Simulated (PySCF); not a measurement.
SMILES [CH2]([GeH3])N (CH₇GeN) (PBE0/def2-SVP optimised geometry):

```
10

N      1.640    -0.834     0.000
C      0.190    -0.834     0.000
Ge    -0.475     1.016     0.000
H      2.008    -1.779     0.098
H      2.001    -0.474    -0.881
H     -0.296    -1.392    -0.829
H     -0.175    -1.294     0.934
H     -0.096     1.728     1.310
H     -2.008     1.044    -0.173
H      0.165     1.779    -1.180
```

Level of theory: PBE0/def2-TZVP (PySCF 2.14.0).

**Question.** What are the frontier orbital energies and the dipole moment?

**Answer.** HOMO-2 -9.23 eV, HOMO-1 -8.77 eV, HOMO -6.89 eV, LUMO 0.73 eV, LUMO+1 1.42 eV; dipole moment 1.71 D.

On the same geometry PBE/def2-TZVP in PySCF gives HOMO-2 -7.91 eV, HOMO-1 -7.48 eV, HOMO -5.45 eV, LUMO -0.07 eV, LUMO+1 0.57 eV; dipole moment 1.71 D.

Meta-Löwdin charges at PBE0/def2-TZVP: N1 -0.51, C2 -0.30, Ge3 0.35, H4 0.22, H5 0.22, H6 0.09, H7 0.12, H8 -0.06, H9 -0.07, H10 -0.07.
